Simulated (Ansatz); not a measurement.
`N[SiH2]S[SiH](N)O` + `N[SiH](O)F` → `N[SiH2]O[SiH](N)F` + `N[SiH](O)S`  (ligand exchange at the Si–S bond)

Isolated molecules relaxed with PBE0-D4/def2-TZVP in Ansatz; ΔE leaves out vibrations. CCSD(T)/CBS adds triple-zeta CCSD(T) − MP2 to the extrapolated MP2 energy (def2 sets, frozen cores). This one scheme is used for every species. Functionals use def2-TZVPP. B3LYP here is the variant with VWN-RPA as its local correlation; programs differ in this. One conformer a species, not always the lowest.

`N[SiH2]S[SiH](N)O`:

Cartesian coordinates in Å:
```
N -1.978 0.202 0.967
Si -0.496 0.256 1.883
S 1.044 1.047 0.668
Si 1.017 -0.417 -0.941
N 1.873 0.144 -2.291
O -0.535 -0.699 -1.338
H -2.388 1.087 0.699
H -2.699 -0.420 1.306
H -0.263 -1.153 2.290
H -0.547 1.125 3.088
H 1.731 -1.622 -0.456
H 1.576 0.945 -2.823
H 2.855 -0.046 -2.396
H -1.190 -0.448 -0.656
```

`N[SiH](O)F`:

Z-matrix (Å, degrees):
```
Si
O 1 1.629
F 1 1.596 2 112.6
N 1 1.699 2 110.7 3 116.3
H 1 1.474 2 104.5 3 -115.6
H 2 0.959 1 117.0 3 -71.5
H 4 1.007 1 120.5 2 -153.1
H 4 1.006 1 121.6 2 56.5
```

`N[SiH2]O[SiH](N)F`:

```xyz
13

N     0.266   -1.492    1.160
Si   -0.370   -1.550   -0.435
O    -0.724   -0.060   -1.007
Si   -0.381    1.513   -0.803
N     0.873    1.647    0.326
F    -1.736    2.223   -0.338
H     1.184   -1.864    1.344
H    -0.333   -1.579    1.964
H    -1.640   -2.312   -0.476
H     0.673   -2.164   -1.291
H    -0.033    2.162   -2.079
H     1.275    2.531    0.588
H     0.947    0.948    1.050
```

`N[SiH](O)S`:

Z-matrix (Å, degrees):
```
Si
O 1 1.644
S 1 2.137 2 105.1
N 1 1.696 2 112.5 3 -119.7
H 1 1.483 2 110.7 3 120.7
H 2 0.959 1 117.6 3 -57.1
H 3 1.344 1 94.0 2 174.4
H 4 1.007 1 120.6 2 -81.2
H 4 1.007 1 120.9 2 68.7
```

```
             level  ΔE (kJ/mol)  difference from CCSD(T)/CBS
               PBE        -22.1                         16.7
            r2SCAN        -32.7                          6.1
              PBE0        -28.7                         10.1
             B3LYP        -45.7                         -6.9
    MP2/def2-TZVPP        -35.3                          3.5
SCS-MP2/def2-TZVPP        -44.2                         -5.4
CCSD(T)/def2-TZVPP        -40.6                         -1.8
    MP2/def2-QZVPP        -35.2                          3.6
SCS-MP2/def2-QZVPP        -43.9                         -5.1
     MP2/CBS(def2)        -33.5                          5.3
       CCSD(T)/CBS        -38.8                            0
```

Largest T1 diagnostic among the species: 0.012.

The D4 term adds +5.4 kJ/mol with B3LYP and +2.7 kJ/mol with PBE0; it sums over pairs of atoms, weighted by their polarisabilities, and B3LYP, whose exchange is more repulsive, gets the larger term. In def2-TZVPP, CCSD(T) changes the Hartree–Fock value by +30.0 kJ/mol (the triples alone add +6.3 kJ/mol) and MP2 by +35.2 kJ/mol.
